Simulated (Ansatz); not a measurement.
```yaml
crystal:
  periodic: [false, false, false]
  atoms:
    - {symbol: F, position_ang: [-2.858295, 0.097230, -0.267567]}
    - {symbol: Al, position_ang: [-1.064170, 0.152323, 0.044795]}
    - {symbol: O, position_ang: [-0.322978, -1.566101, -0.354384]}
    - {symbol: Si, position_ang: [0.233113, -2.856917, -0.785526]}
    - {symbol: O, position_ang: [-0.246509, 1.501597, 0.445735]}
    - {symbol: Si, position_ang: [0.452104, 2.703804, 0.715123]}
    - {symbol: H, position_ang: [1.706105, -2.747755, -0.917298]}
    - {symbol: H, position_ang: [-0.338016, -3.448448, -1.997815]}
    - {symbol: H, position_ang: [-0.019617, -3.748238, 0.342516]}
    - {symbol: H, position_ang: [2.047194, 2.695851, 0.387812]}
    - {symbol: H, position_ang: [0.324879, 3.187826, 2.197026]}
    - {symbol: H, position_ang: [0.004285, 4.044764, -0.023351]}
basis:
  gaussian: {orbitals: aug-cc-pVDZ}
hamiltonian: {xc: {name: revPBE0}}
```

```sh
$ ansatz run in.yaml --threads 4 --pin off --events-out ev --progress --plain --max-ram 11315MiB
```

Output, abridged:

```
Functional definition: revPBE0
1966 factors; their error is unknown
mean field evaluation 1: about -29242.5127 eV, gradient 8.9e1 eV
mean field evaluation 2: about -29214.3773 eV, gradient 1.5e2 eV
mean field evaluation 4: about -29255.8156 eV, gradient 1.1e1 eV
mean field evaluation 8: about -29256.1907 eV, gradient 1.7e-1 eV
mean field -29256.19078277 eV, -1075.1451807086 hartree, gradient 3.4e-5 eV, S^2 0.000000; 0 other end points of the search recorded, 0 dependent functions left out
reference -29256.19090163 eV, -1075.1451850763 hartree; 36, 36 occupied and 168, 168 virtual orbitals, 1966 factors
Total energy: -29256.19090163 eV, -1075.1451850763 hartree
```

It took 5 s on 4 threads of an Intel Xeon Platinum 8259CL on a shared host, with 0.62 GiB of host memory at the peak.
